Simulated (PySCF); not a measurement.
## Dipole response of Rh⁺ (rhodium, charge +1)

[Kr] 4d8, high-spin 3F determinant. All numbers are calculated (PySCF 2.14, the spin-free X2C one-electron Hamiltonian (Gaussian nucleus), in aug-cc-pwCVTZ-DK with one added diffuse shell each of s, p, d, f, g type (12s11p9d5f4g, 161 functions)). Coupled (time-dependent) response in atomic units; α is the mean over directions.

```json
{"method": "PBE", "mean α (bohr³)": "14.25", "C₆ (like pair)": "89.57", "S(−4)": "86.34"}
```

S(−4) is the Cauchy moment in α(ω) = α(0) + S(−4) ω² + …

Spin-orbit coupling is absent.

α(iu) at PBE:

```
u (hartree)  α(iu) (bohr³)
          0          14.25
     0.0500          14.04
      0.100          13.47
      0.200          11.80
      0.300          10.13
      0.500          7.626
      0.750          5.663
       1.00          4.394
       1.50          2.873
       2.00          2.021
       3.00          1.148
       5.00         0.5125
```

For an ion, C₆ is the dispersion term alone; charge-induced terms of lower order in 1/R come first.
